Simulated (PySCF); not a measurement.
pentafluoroethane (C₂HF₅), singlet, geometry from GFN2-xTB, with bond 6-4 at 1.5 times its length; PySCF with PBE0/6-31G.

The PySCF input:
```python
from pyscf import gto, scf, dft

mol = gto.M(
    atom='''
F     1.251144   -1.248423    0.511104
C     0.931386   -0.169865   -0.218652
F     1.587801    0.883492    0.288926
C    -0.595882    0.079322   -0.141779
F    -1.023063    0.275912    1.097322
F    -1.085019    1.685050   -1.231857
F    -1.255767   -0.963978   -0.648210
H     1.243703   -0.328042   -1.263212
''',
    basis='6-31g',
    charge=0,
    spin=0,
    verbose=5,
)

mf = dft.RKS(mol)
mf.xc = 'pbe0'
mf.kernel()
mo_i, mo_e, stable_i, stable_e = mf.stability(internal=True, external=True, return_status=True, nroots=6, tol=1e-6)
print('internally stable:', stable_i, ' externally stable:', stable_e)
if not stable_e:
    umf = mf.to_uhf() if not hasattr(mf, 'xc') else mf.to_uks()
    umf.scf_summary = {}
    umf.kernel(umf.make_rdm1(mo_e, umf.mo_occ))
mf.analyze()
```

Output, abridged:

```
PySCF version 2.14.0

[INPUT] verbose = 5
[INPUT] max_memory = 4000
[INPUT] num. atoms = 8
[INPUT] num. electrons = 58
[INPUT] charge = 0
[INPUT] spin (= nelec alpha-beta = 2S) = 0
[INPUT] symmetry False subgroup None
[INPUT] Mole.unit = angstrom
[INPUT] Symbol           X                Y                Z      unit          X                Y                Z       unit  Magmom
[...]
[INPUT] ---------------- BASIS SET ----------------
[INPUT] l, kappa, [nprim/nctr], expnt,             c_1 c_2 ...
[INPUT] F
[...]
                                1051.36609        0.0139160796
                                239.28569         0.0684053245
                                67.3974453        0.23318576
                                21.5199573        0.471267439
                                7.4031013         0.356618546
[...]
                                4.80830834        -0.146451658
                                1.34406986        1.12868858
[...]
                                4.80830834        0.345912103
                                1.34406986        0.722469957
[...]
[INPUT] H
[...]
                                2.8253937         0.23472695
                                0.6401217         0.81375733
[...]
[INPUT] C
[...]
                                457.36951         0.0140373
                                103.94869         0.0688426
                                29.210155         0.2321844
                                9.286663          0.4679413
                                3.163927          0.362312
[...]
                                1.8812885         -0.1608542
                                0.5442493         1.1434564
[...]
                                1.8812885         0.316424
                                0.5442493         0.7443083
[...]
nuclear repulsion = 337.226626443801
number of shells = 37
number of NR pGTOs = 158
number of NR cGTOs = 65
basis = 6-31g
ecp = {}

******** <class 'pyscf.dft.rks.RKS'> ********
method = RKS
initial guess = minao
damping factor = 0
level_shift factor = 0
DIIS = <class 'pyscf.scf.diis.CDIIS'>
diis_start_cycle = 1
diis_space = 8
diis_damp = 0
SCF conv_tol = 1e-09
SCF conv_tol_grad = None
SCF max_cycles = 50
direct_scf = True
direct_scf_tol = 1e-13
XC library pyscf.dft.libxc version 7.1.2
    S. Lehtola, C. Steigemann, M. J. T. Oliveira, and M. A. L. Marques,  SoftwareX 7, 1–5 (2018)
XC functionals = pbe0
    C. Adamo and V. Barone,  J. Chem. Phys. 110, 6158 (1999)
    M. Ernzerhof and G. E. Scuseria,  J. Chem. Phys. 110, 5029 (1999)
radial grids:
    Treutler-Ahlrichs [JCP 102, 346 (1995); DOI:10.1063/1.469408] (M4) radial grids

becke partition: Becke, JCP 88, 2547 (1988); DOI:10.1063/1.454033
pruning grids: <function nwchem_prune>
grids dens level: 3
symmetrized grids: False
atomic radii adjust function: <function treutler_atomic_radii_adjust>
small_rho_cutoff = 0
Set gradient conv threshold to 3.16228e-05
Initial guess from minao.
atom F rad-grids = 75, ang-grids = [ 50  50  50  50  50  50  50  50  50  50  50  50  50  50  50  50  50  50
  50  50  50  50  86  86  86  86  86  86  86  86  86 266 266 266 266 266
 266 302 302 302 302 302 302 302 302 302 302 302 302 302 302 302 302 302
 302 302 266 266 266 266 266 266 266 266 266 266 266 266 266 266 266 266
 266 266 266]
atom C rad-grids = 75, ang-grids = [ 50  50  50  50  50  50  50  50  50  50  50  50  50  50  50  50  50  50
  50  50  50  50  86  86  86  86  86  86  86  86  86  86 266 266 266 266
 266 266 302 302 302 302 302 302 302 302 302 302 302 302 302 302 302 302
 302 302 302 302 266 266 266 266 266 266 266 266 266 266 266 266 266 266
 266 266 266]
atom H rad-grids = 50, ang-grids = [ 50  50  50  50  50  50  50  50  50  50  50  50  50  50  50  86  86  86
  86 266 266 266 266 266 302 302 302 302 302 302 302 302 302 302 302 302
 302 266 266 266 266 266 266 266 266 266 266 266 266 266]
tot_boxes 2366, boxes in each direction [11 12 11]
Padding 6 grids
tot grids = 109360
[...]
converged SCF energy = -575.214805332989
<class 'pyscf.dft.rks.RKS'> wavefunction is stable in the internal stability analysis
<class 'pyscf.dft.rks.RKS'> wavefunction is stable in the real -> complex stability analysis
<class 'pyscf.dft.rks.RKS'> wavefunction is stable in the RHF/RKS -> UHF/UKS stability analysis
internally stable: True  externally stable: True
Total Energy =                        -575.214805332988590
[...]
1 C 2s          -0.00183  -0.01008  -0.00858  -0.03957  -0.02424
1 C 3s          -0.04651  -0.01481   0.04609   0.24146   0.09573
1 C 2px          0.00383  -0.02247   0.00303  -0.03189  -0.01516
1 C 2py          0.07286  -0.05716   0.06073  -0.01071   0.00842
1 C 2pz         -0.00427   0.00172  -0.01512  -0.05711  -0.02887
1 C 3px          0.03274   0.05810   0.02297  -0.03365  -0.07234
1 C 3py         -0.02591  -0.02526  -0.01757   0.01353   0.00932
1 C 3pz          0.06012   0.05374  -0.00042   0.04962   0.03542
2 F 1s           0.00143  -0.00163   0.00121  -0.00255  -0.00099
2 F 2s          -0.01955   0.02155  -0.01613   0.02992   0.01079
2 F 3s           0.35488  -0.40083   0.27819  -0.60374  -0.23716
2 F 2px          0.00773  -0.00453   0.00432  -0.00750  -0.00310
2 F 2py          0.00482  -0.00569   0.00617  -0.01350  -0.00515
2 F 2pz          0.00174  -0.00754   0.00306  -0.00492  -0.00001
2 F 3px          0.00747   0.05571  -0.17606   0.11326   0.07898
2 F 3py         -0.17154   0.17699  -0.06890   0.17358   0.04967
2 F 3pz         -0.15314   0.02417  -0.08183   0.04933   0.01801
3 C 1s           0.00061   0.00045  -0.00012   0.00005   0.00030
3 C 2s           0.01609   0.00611   0.00054   0.02408  -0.04689
3 C 3s           0.06148   0.07748  -0.03035  -0.15623   0.24287
3 C 2px         -0.02199  -0.00122   0.00607  -0.01897   0.03690
3 C 2py         -0.05028   0.01664   0.04631  -0.01928   0.02035
3 C 2pz         -0.00427   0.06153   0.06202   0.00087  -0.02754
3 C 3px         -0.02730  -0.05284   0.02291   0.05489   0.03110
3 C 3py          0.18358   0.15293  -0.10790  -0.01332   0.00377
3 C 3pz         -0.12817  -0.16139  -0.03109   0.01013  -0.00112
4 F 1s           0.00012   0.00184   0.00198   0.00069  -0.00237
4 F 2s          -0.00186  -0.02387  -0.02450  -0.00712   0.02655
4 F 3s           0.04468   0.45252   0.47490   0.17349  -0.55708
4 F 2px          0.00141  -0.00441  -0.00685  -0.00068   0.00449
4 F 2py         -0.00084   0.00211   0.00031   0.00087  -0.00324
4 F 2pz          0.00143   0.01036   0.01133   0.00435  -0.01439
4 F 3px          0.02172   0.10036   0.03594  -0.09716  -0.09771
4 F 3py         -0.17675  -0.11681   0.03904   0.00887   0.03155
4 F 3pz          0.09079  -0.13237  -0.21734  -0.05990   0.17853
5 F 1s          -0.00172  -0.00171   0.00060   0.00073  -0.00106
5 F 2s           0.01081   0.01003  -0.00326  -0.00297   0.00408
5 F 3s          -0.47348  -0.46170   0.15904   0.17520  -0.25345
5 F 2px          0.00154   0.00084   0.00006  -0.00044  -0.00036
5 F 2py         -0.00227  -0.00149   0.00076  -0.00055   0.00121
5 F 2pz          0.00140   0.00143  -0.00015   0.00127  -0.00060
5 F 3px         -0.04083  -0.06583   0.05400  -0.01497  -0.01167
5 F 3py          0.15689   0.23673  -0.01327  -0.10271   0.14234
5 F 3pz         -0.14911  -0.06330   0.12669   0.07237  -0.10446
6 F 1s           0.00156  -0.00091  -0.00202   0.00146  -0.00200
6 F 2s          -0.02076   0.01095   0.02539  -0.01690   0.02166
6 F 3s           0.39826  -0.22046  -0.48330   0.34483  -0.47355
6 F 2px         -0.00408   0.00528   0.00819  -0.00426   0.00601
6 F 2py         -0.00803   0.00312   0.00975  -0.00921   0.00906
6 F 2pz         -0.00174   0.00091   0.00513  -0.00254   0.00644
6 F 3px          0.08815   0.04633  -0.17682   0.03580  -0.07822
6 F 3py          0.01904  -0.22498  -0.15028   0.09934  -0.12830
6 F 3pz          0.19724   0.06810  -0.05060   0.05927  -0.05558
7 H 1s           0.00269   0.00728   0.00266  -0.01863  -0.00711
7 H 2s          -0.01725  -0.02824  -0.00604   0.06814   0.02725
 ** Mulliken pop on meta-lowdin orthogonal AOs  **
 ** Mulliken pop  **
 ** Mulliken atomic charges  **
charge of    0F =     -0.23180
charge of    1C =      0.37813
charge of    2F =     -0.23300
charge of    3C =      0.58453
charge of    4F =     -0.14604
charge of    5F =     -0.35397
charge of    6F =     -0.16000
charge of    7H =      0.16215
Dipole moment(X, Y, Z, Debye):  1.22937, -2.13934, -0.28613
```
